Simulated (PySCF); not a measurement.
## Pd (palladium, neutral) across methods

[Kr] 4d10, closed-shell 1S. All numbers are calculated (PySCF 2.14, the spin-free X2C one-electron Hamiltonian (Gaussian nucleus), in x2c-QZVPPall with one added diffuse shell each of s, p, d, f, g type (14s9p8d5f3g, 143 functions)).

```json
{"method": "r2SCAN", "E (hartree)": "-5045.34", "mean ε 4s (eV)": "-87.432", "mean ε 4p (eV)": "-52.579", "mean ε 4d (eV)": "-4.022", "Σ⟨r²⟩ (bohr²)": "44.43", "⟨S²⟩": "0.000"}
{"method": "PBE0", "E (hartree)": "-5045.01", "mean ε 4s (eV)": "-90.225", "mean ε 4p (eV)": "-54.891", "mean ε 4d (eV)": "-5.406", "Σ⟨r²⟩ (bohr²)": "44.22", "⟨S²⟩": "0.000"}
{"method": "PBE", "E (hartree)": "-5044.95", "mean ε 4s (eV)": "-85.223", "mean ε 4p (eV)": "-51.171", "mean ε 4d (eV)": "-4.047", "Σ⟨r²⟩ (bohr²)": "45.16", "⟨S²⟩": "0.000"}
{"method": "UHF", "E (hartree)": "-5042.80174", "mean ε 4s (eV)": "-104.50", "mean ε 4p (eV)": "-65.368", "mean ε 4d (eV)": "-8.921", "Σ⟨r²⟩ (bohr²)": "42.97", "⟨S²⟩": "0.000"}
{"method": "LDA", "E (hartree)": "-5040.02", "mean ε 4s (eV)": "-85.321", "mean ε 4p (eV)": "-51.331", "mean ε 4d (eV)": "-4.309", "Σ⟨r²⟩ (bohr²)": "45.08", "⟨S²⟩": "0.000"}
```
